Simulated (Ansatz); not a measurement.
Reaction (ligand exchange at the Al–O bond): `[CH3][Al]([OH])[O][SiH3]` + HBr → `[CH3][Al]([OH])[Br]` + `O[SiH3]`

Computed with Ansatz on PBE0-D4/def2-TZVP structures; ΔE is electronic, products minus reactants. CCSD(T)/CBS is the MP2 limit (def2-TZVPP, def2-QZVPP) plus CCSD(T) − MP2 in def2-TZVPP, frozen cores. Functionals use def2-TZVPP. For Br outer-core shells are correlated without core-valence functions, which leaves a few kJ/mol of doubt a bond. Scalar relativity is left out up to krypton. One conformer a species, not always the lowest.

| species | LC-ωPBE energy (Eh) |
| --- | --- |
| `[CH3][Al]([OH])[O][SiH3]` | -724.67629 |
| HBr | -2574.40650 |
| `[CH3][Al]([OH])[Br]` | -2932.01890 |
| `O[SiH3]` | -367.06716 |

**Question.** Work out ΔE.

**Answer.** ΔE = (-2932.01890) + (-367.06716) − (-724.67629) − (-2574.40650) = -0.00327 Eh = -2.1 kcal/mol. CCSD(T)/CBS gives -1.7 kcal/mol.

Largest T1 diagnostic among the species: 0.012.

At CCSD(T), def2-SVP lies +2.7 kcal/mol from the extrapolated value and def2-TZVPP +1.0 kcal/mol. Leaving LDA and LC-ωPBE aside and taking each functional with its dispersion term where it has one, the values, not all of them listed here, spread over 3.7 kcal/mol, from HSE06-D4 to CAM-B3LYP-D4. LDA lies +1.2 kcal/mol from PBE without D4.
